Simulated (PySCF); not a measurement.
A structure optimised at PBE-D3(BJ)/def2-SVP, used in a PySCF frequency run:

```xyz
9

F      1.7218    -0.0803    -0.8811
C      0.9630     0.2139     0.2104
C     -0.0910     1.3197     0.0828
C     -0.4939    -0.1171     0.1883
F     -1.0101    -0.7323    -0.8944
F     -1.0823    -0.5624     1.3227
H      1.5084     0.1153     1.1663
H     -0.2515     1.9939     0.9383
H     -0.1899     1.7662    -0.9195
```

Q: Write its SMILES and formula.

A: F[C@H]1CC1(F)F, C₃H₃F₃

Q: What are its rotational constants (standard atomic weights)?

A: 5.7282, 2.9808, 2.5849 GHz
